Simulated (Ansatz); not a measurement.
Ansatz results at the PBE0-D4/def2-TZVP geometry: LUMO energy (B3LYP/def2-TZVPP) -0.24 eV; HOMO–LUMO gap (PBE0/def2-TZVPP) 6.83 eV; size of the dipole moment (B3LYP/def2-TZVPP) 1.73 D.

Each molecule was computed in one conformer, which needn't be the lowest.

Task: Which molecule gave them?
A. `C=C[SiH2]C=N`
B. `FC1(Cl)O[SiH2]1`
C. `COC[SeH]`
D. `Cl[SiH2]CI`

Result: C. The others give `FC1(Cl)O[SiH2]1`: -1.65, 6.47, 3.31; `Cl[SiH2]CI`: -1.46, 6.17, 1.95; `C=C[SiH2]C=N`: -1.07, 6.47, 1.01.

B3LYP here is the variant with VWN-RPA as its local correlation; programs differ in this.
